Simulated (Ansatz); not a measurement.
This geometry of C2H2FSi (6 atoms, charge 0, multiplicity 2) is a first-order saddle point.

All numbers below come from UKS PBE0/def2-SVP (Ansatz).

```xyz
6
Properties=species:S:1:pos:R:3
F -1.183 -1.403 -0.668
Si -0.334 -0.033 -0.591
C 1.190 0.138 0.463
C 0.130 0.764 1.026
H -0.507 0.764 -1.810
H 0.704 -0.230 1.580
```

Problem. Which two structures does it join? (They come from a converged band through this point; their orientation in space is the band's.)

Solution. Bonds broken: C4–H6. Bonds formed: C3–H6.  The two ends are copies of one structure, up to a mirror image or an exchange of like atoms.

First end point:

```xyz
6
Properties=species:S:1:pos:R:3
F -1.370 -1.292 -0.812
Si -0.290 -0.100 -0.636
C 1.318 -0.380 0.144
C 0.509 0.240 0.986
H -0.603 0.892 -1.683
H 0.435 0.639 2.001
```

Last end point:

```xyz
6
Properties=species:S:1:pos:R:3
F -1.171 -1.411 -0.922
Si -0.430 -0.018 -0.560
C 0.713 0.120 0.874
C -0.462 0.674 1.111
H -0.337 0.736 -1.824
H 1.688 -0.101 1.321
```

Problem. How far does it lie above each of them?

Solution. 2.26 eV above the first and 2.26 eV above the second. This is the barrier of this one path; another mechanism may lie lower.

Run time: 96 s on 2 threads of Arm Neoverse V2 (shared host), peak memory 0.24 GiB.
